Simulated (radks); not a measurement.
Problem. Hf50+, 22 electrons, occupied as [Ar] 3d4. Method: Dirac Kohn-Sham, LB94 model potential, spin-unpolarised, spherical densities, finite nucleus; open shells fill j = l - 1/2 first; Fermi nuclear charge, rms radius 5.347 fm; computed with a radial shooting solver on a logarithmic mesh with Libxc functionals.

Spin-orbit splittings of the eigenvalues, e(l+1/2) - e(l-1/2), with zeta = 2 splitting/(2l+1) and mean radii in bohr:

shell  occ.  splitting (eV)  zeta (eV)  <r> j=l-1/2  <r> j=l+1/2
2p        6               ?          ?      0.06559      0.07317
3p        6           292.8      195.2       0.1872       0.1996
3d        4           67.60      27.04       0.1722       0.1760

Estimate the 2p splitting.

Solution. 1214 eV (zeta = 809.1 eV).
